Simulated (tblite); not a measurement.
A geometry optimisation, step by step.

Species: C₆H₈GeO₂.
SMILES with atom numbers: `[CH3:1][C:2](=[O:3])[GeH2:4][c:5]1[cH:6][cH:7][cH:8][o:9]1` (hydrogens: H10, H11, H12 on C1; H13, H14 on Ge4; H15 on C6; H16 on C7; H17 on C8)

Computed with GFN2-xTB (tblite), gas phase: L-BFGS steps from a force-field or distance-geometry start until the largest atomic force falls under 0.01 eV/Å. 9 of its 118 geometries are shown.

Step 0: E = -732.5163 eV, largest atomic force 2.982 eV/Å
```
atom  x, y, z in Å  |  force x, y, z in eV/Å
C1     -3.277   -0.006   -0.228   -1.518   0.320   0.061
C2     -1.900   -0.385    0.166   -0.550  -2.922  -0.221
O3     -1.592   -1.571    0.302   -0.209   1.689  -0.120
Ge4    -0.649    1.023    0.468    1.216   1.680   0.797
C5      1.130    0.298    0.525   -0.460  -1.279  -0.976
C6      1.614   -0.856   -0.065   -0.510  -0.179  -0.290
C7      2.965   -0.916    0.259    0.869   0.207   0.440
C8      3.230    0.210    1.030    0.632  -2.186  -1.201
O9      2.124    0.892    1.153    0.052   2.208   1.399
H10    -4.038   -0.599    0.356    0.751   0.573  -0.489
H11    -3.502   -0.216   -1.295    0.384   0.053   0.560
H12    -3.428    1.083   -0.058   -0.021  -0.657  -0.078
H13    -0.739    2.135   -0.593   -0.124  -0.255   0.261
H14    -0.877    1.731    1.843   -0.044  -0.253  -0.643
H15     1.062   -1.574   -0.658    0.090   0.290   0.252
H16     3.677   -1.684   -0.003   -0.189   0.183   0.015
H17     4.195    0.447    1.438   -0.370   0.527   0.232
```

Step 15: E = -732.8728 eV, largest atomic force 0.094 eV/Å
```
atom  x, y, z in Å  |  force x, y, z in eV/Å
C1     -3.335   -0.001   -0.216   -0.009  -0.007  -0.012
C2     -1.945   -0.409    0.171   -0.034   0.041  -0.020
O3     -1.610   -1.560    0.277    0.002   0.009   0.019
Ge4    -0.604    1.062    0.497   -0.029  -0.074  -0.051
C5      1.155    0.272    0.491    0.007   0.002  -0.004
C6      1.638   -0.874   -0.077   -0.012   0.010  -0.001
C7      3.007   -0.941    0.261   -0.025  -0.017  -0.018
C8      3.260    0.168    1.008   -0.002  -0.023   0.005
O9      2.151    0.906    1.154    0.016   0.011   0.005
H10    -4.071   -0.587    0.332    0.020   0.029  -0.014
H11    -3.463   -0.221   -1.276   -0.008   0.029   0.003
H12    -3.486    1.065   -0.052   -0.018  -0.050   0.022
H13    -0.753    2.144   -0.546    0.005   0.003  -0.022
H14    -0.868    1.758    1.799    0.026   0.025   0.074
H15     1.065   -1.577   -0.647    0.020  -0.029  -0.009
H16     3.696   -1.711   -0.018    0.039   0.016   0.024
H17     4.155    0.519    1.483    0.002   0.024  -0.001
```

Step 29: E = -732.8803 eV, largest atomic force 0.068 eV/Å
```
atom  x, y, z in Å  |  force x, y, z in eV/Å
C1     -3.371    0.011   -0.217   -0.010   0.006  -0.004
C2     -1.982   -0.392    0.175    0.032  -0.007   0.010
O3     -1.652   -1.542    0.300   -0.007  -0.063   0.010
Ge4    -0.600    1.045    0.489   -0.003   0.020  -0.012
C5      1.156    0.240    0.464   -0.028  -0.005  -0.018
C6      1.666   -0.903   -0.084   -0.003   0.010   0.001
C7      3.033   -0.940    0.272    0.003  -0.003  -0.001
C8      3.256    0.181    1.009    0.001   0.003   0.001
O9      2.133    0.901    1.132   -0.021   0.008  -0.004
H10    -4.100   -0.620    0.286   -0.027   0.003   0.029
H11    -3.484   -0.153   -1.288    0.045   0.012  -0.049
H12    -3.551    1.061   -0.005    0.002   0.031   0.049
H13    -0.744    2.136   -0.549    0.011   0.007  -0.004
H14    -0.776    1.747    1.810   -0.020  -0.016  -0.019
H15     1.118   -1.623   -0.658    0.019  -0.003   0.014
H16     3.748   -1.696    0.019    0.000  -0.005  -0.009
H17     4.139    0.561    1.484    0.007   0.002   0.005
```

Step 44: E = -732.8919 eV, largest atomic force 0.058 eV/Å
```
atom  x, y, z in Å  |  force x, y, z in eV/Å
C1     -3.393    0.043   -0.191   -0.001   0.003  -0.032
C2     -2.023   -0.420    0.201   -0.006  -0.014  -0.019
O3     -1.737   -1.573    0.388   -0.048   0.032  -0.004
Ge4    -0.603    0.994    0.428   -0.013  -0.010   0.055
C5      1.151    0.193    0.403    0.044  -0.010   0.029
C6      1.712   -0.947   -0.100    0.023  -0.010   0.011
C7      3.071   -0.929    0.289    0.016   0.029   0.014
C8      3.238    0.217    1.003    0.013   0.018  -0.007
O9      2.090    0.901    1.077    0.029  -0.002   0.017
H10    -4.165   -0.639    0.164    0.043   0.013   0.007
H11    -3.429    0.061   -1.281    0.015   0.030   0.021
H12    -3.565    1.055    0.172   -0.024  -0.049   0.008
H13    -0.719    2.111   -0.584   -0.037  -0.013  -0.031
H14    -0.756    1.675    1.764   -0.003   0.002  -0.032
H15     1.208   -1.708   -0.660   -0.018   0.003  -0.020
H16     3.821   -1.662    0.071   -0.036  -0.012  -0.001
H17     4.093    0.639    1.495    0.005  -0.010  -0.016
```

Step 58: E = -732.9022 eV, largest atomic force 0.077 eV/Å
```
atom  x, y, z in Å  |  force x, y, z in eV/Å
C1     -3.410    0.075   -0.183    0.013  -0.008  -0.002
C2     -2.063   -0.444    0.222   -0.002  -0.022  -0.017
O3     -1.834   -1.603    0.444   -0.026   0.020  -0.014
Ge4    -0.606    0.937    0.407    0.008   0.041  -0.065
C5      1.173    0.176    0.397   -0.030  -0.024   0.024
C6      1.751   -0.962   -0.090   -0.013  -0.003   0.007
C7      3.108   -0.921    0.303   -0.007   0.013  -0.025
C8      3.259    0.238    0.999   -0.007   0.012  -0.007
O9      2.101    0.906    1.065   -0.022  -0.006  -0.019
H10    -4.191   -0.655    0.016   -0.002  -0.001   0.001
H11    -3.380    0.281   -1.253    0.026   0.006   0.027
H12    -3.615    1.013    0.332    0.012  -0.041  -0.005
H13    -0.768    2.010   -0.650    0.019  -0.034   0.018
H14    -0.768    1.665    1.710    0.014   0.042   0.044
H15     1.263   -1.734   -0.651   -0.018   0.014   0.012
H16     3.862   -1.653    0.097    0.014  -0.009  -0.003
H17     4.111    0.682    1.475    0.021  -0.002   0.022
```

Step 73: E = -732.9064 eV, largest atomic force 0.033 eV/Å
```
atom  x, y, z in Å  |  force x, y, z in eV/Å
C1     -3.404    0.076   -0.180   -0.009  -0.001   0.003
C2     -2.067   -0.458    0.231   -0.012   0.013   0.009
O3     -1.847   -1.620    0.442    0.022   0.012  -0.002
Ge4    -0.610    0.928    0.416    0.003   0.000  -0.009
C5      1.163    0.163    0.423   -0.006  -0.009   0.004
C6      1.743   -0.968   -0.076    0.000   0.002   0.013
C7      3.107   -0.914    0.294   -0.009  -0.011   0.004
C8      3.257    0.245    0.992    0.007  -0.002  -0.020
O9      2.094    0.903    1.075   -0.003  -0.026   0.006
H10    -4.185   -0.673   -0.072    0.001  -0.012  -0.007
H11    -3.335    0.383   -1.223    0.005  -0.001   0.002
H12    -3.636    0.961    0.410   -0.004  -0.004   0.006
H13    -0.754    1.947   -0.691   -0.001   0.025  -0.021
H14    -0.757    1.726    1.683   -0.007  -0.008   0.004
H15     1.246   -1.743   -0.625    0.022   0.019   0.011
H16     3.867   -1.636    0.076   -0.011   0.001  -0.001
H17     4.111    0.691    1.464    0.002   0.002  -0.003
```

Step 88: E = -732.9084 eV, largest atomic force 0.032 eV/Å
```
atom  x, y, z in Å  |  force x, y, z in eV/Å
C1     -3.404    0.063   -0.178   -0.005  -0.006  -0.009
C2     -2.054   -0.441    0.227    0.001   0.008   0.013
O3     -1.810   -1.598    0.441    0.004  -0.008  -0.004
Ge4    -0.606    0.954    0.407   -0.003  -0.004   0.030
C5      1.156    0.163    0.444   -0.003   0.009  -0.003
C6      1.727   -0.969   -0.064   -0.009   0.001   0.008
C7      3.094   -0.921    0.292   -0.001  -0.008   0.005
C8      3.257    0.236    0.989    0.000   0.000   0.004
O9      2.097    0.896    1.090    0.004   0.024  -0.021
H10    -4.159   -0.717   -0.107    0.004   0.001  -0.005
H11    -3.332    0.412   -1.208   -0.010   0.006   0.004
H12    -3.674    0.915    0.443    0.012  -0.011  -0.001
H13    -0.722    1.968   -0.709    0.000   0.009  -0.012
H14    -0.771    1.757    1.669    0.003  -0.002  -0.003
H15     1.220   -1.742   -0.606    0.011  -0.003  -0.011
H16     3.852   -1.643    0.062   -0.007  -0.021  -0.006
H17     4.120    0.678    1.448   -0.002   0.004   0.011
```

Step 102: E = -732.9099 eV, largest atomic force 0.037 eV/Å
```
atom  x, y, z in Å  |  force x, y, z in eV/Å
C1     -3.397    0.046   -0.178   -0.001   0.012  -0.003
C2     -2.037   -0.432    0.222    0.000  -0.017  -0.002
O3     -1.771   -1.585    0.436   -0.002   0.000  -0.009
Ge4    -0.604    0.979    0.403   -0.008   0.018  -0.031
C5      1.156    0.185    0.436    0.015   0.001  -0.007
C6      1.710   -0.961   -0.058    0.001  -0.024   0.018
C7      3.077   -0.932    0.299   -0.003  -0.011   0.027
C8      3.258    0.230    0.984    0.005   0.000  -0.008
O9      2.108    0.912    1.071    0.014  -0.004   0.001
H10    -4.128   -0.760   -0.158    0.013  -0.006   0.008
H11    -3.332    0.459   -1.184    0.009   0.006   0.013
H12    -3.700    0.850    0.491    0.001  -0.002  -0.008
H13    -0.712    1.988   -0.719   -0.018  -0.002   0.009
H14    -0.772    1.784    1.661    0.004   0.008   0.014
H15     1.196   -1.735   -0.592   -0.020  -0.002  -0.016
H16     3.814   -1.679    0.083    0.005   0.029   0.000
H17     4.125    0.664    1.442   -0.014  -0.005  -0.006
```

Step 117: E = -732.9110 eV, largest atomic force 0.008 eV/Å
```
atom  x, y, z in Å  |  force x, y, z in eV/Å
C1     -3.384    0.033   -0.174   -0.004  -0.003   0.003
C2     -2.014   -0.427    0.213    0.000  -0.004  -0.001
O3     -1.728   -1.577    0.413   -0.002   0.003  -0.007
Ge4    -0.602    1.004    0.394    0.003  -0.002  -0.001
C5      1.156    0.206    0.422   -0.004  -0.002   0.001
C6      1.691   -0.960   -0.049   -0.002   0.001  -0.001
C7      3.056   -0.948    0.313    0.000  -0.005  -0.001
C8      3.254    0.222    0.979    0.003   0.004   0.002
O9      2.117    0.926    1.051   -0.003   0.000  -0.002
H10    -4.093   -0.793   -0.191    0.002   0.002   0.001
H11    -3.325    0.492   -1.160   -0.001   0.001   0.001
H12    -3.711    0.799    0.527    0.000   0.003   0.000
H13    -0.735    2.015   -0.723    0.003   0.000   0.001
H14    -0.765    1.806    1.657   -0.002   0.000   0.001
H15     1.163   -1.729   -0.577    0.001   0.001   0.002
H16     3.786   -1.704    0.109    0.001  -0.002   0.002
H17     4.127    0.648    1.435    0.005   0.004  -0.001
```

**Question.** Summarise the path.

**Answer.** The energy falls by 38.08 kJ/mol from step 0 to step 117; nine tenths of that is first reached at step 14. It falls at every step. The largest force goes from 2.982 to 0.008 eV/Å. Among the bonds C2–Ge4 changes most, from 1.907 to 2.019 Å; the atoms move by 0.318 Å rms after alignment.

What follows is the cost of the whole relaxation. On Arm Neoverse N1, one thread, shared host with 64 logical CPUs at a one-minute load of 58, this took 1.4 s wall.
